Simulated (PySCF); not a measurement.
## How methods differ on the ionisation energy of Pd³⁶⁺

Pd³⁶⁺ [Ne] (1S) → Pd³⁷⁺ [He] 2s2 2p5 (2P), as a difference of total energies. Computed with PySCF 2.14 in an even-tempered Gaussian basis (17 s from 14 bohr⁻², ratio 2.2; 11 p from 18 bohr⁻², ratio 2.2; 6 d from 79 bohr⁻², ratio 2.4; 5 f from 120 bohr⁻², ratio 2.4; 4 g from 180 bohr⁻², ratio 2.4), with the non-relativistic Hamiltonian (point nucleus). Correlated levels: nothing frozen; virtual orbitals above 40 to 60 times the deepest correlated orbital energy dropped. The calculations carry no spin-orbit coupling.

```csv
method,ionisation energy (eV)
UHF,5267.7
LDA,5265.3
PBE,5265.5
PBE0,5266.6
r2SCAN,5268.9
BHandHLYP,5267.8
B2PLYP,5267.8
MP2 (all electrons),5269.3
SCS-MP2 (all electrons),5269.1
```

A first-order spin-orbit estimate (lowest level to lowest level, LS coupling) adds -46.960 eV.

The gap to the reference is mostly relativistic.

For comparison: 5284 ± 3 eV (semi-empirical (NIST evaluation); NIST Atomic Spectra Database, ionization energies).
